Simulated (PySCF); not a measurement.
C₂H₃BClF, singlet, at a GFN2-xTB geometry.

The PySCF input:
```python
from pyscf import gto, scf, cc

mol = gto.Mole()
mol.atom = '''
    B    -0.165876   -0.347618    0.359988
    F    -0.548967   -1.053101    1.415669
    Cl    0.323680    1.268859    0.658223
    C    -0.176201   -0.991657   -1.051694
    C     0.189491   -0.365872   -2.169237
    H    -0.505323   -2.021614   -1.121370
    H     0.168943   -0.846837   -3.133631
    H     0.524178    0.659025   -2.150175
'''
mol.basis = 'def2-svp'
mol.charge = 0
mol.spin = 0
mol.verbose = 4
mol.max_memory = 1800
mol.build()

mf = scf.RHF(mol)
mf.kernel()

mycc = cc.CCSD(mf, frozen=9)
mycc.kernel()
print('E(CCSD) = %.10f' % mycc.e_tot)
```

What does this run give for the SCF-reference HOMO-LUMO gap, SCF-reference HOMO energy, nuclear repulsion energy, MP2 correlation energy, SCF-reference Mulliken (on the basis functions themselves) charges in atom order?


- SCF-reference HOMO-LUMO gap: 13.11 eV
- SCF-reference HOMO energy: -10.92 eV
- nuclear repulsion energy: 188.9271 Eh
- MP2 correlation energy: -0.6571 Eh
- SCF-reference Mulliken (on the basis functions themselves) charges in atom order: B1 0.44, F2 -0.23, Cl3 -0.16, C4 -0.25, C5 0.00, H6 0.06, H7 0.07, H8 0.07
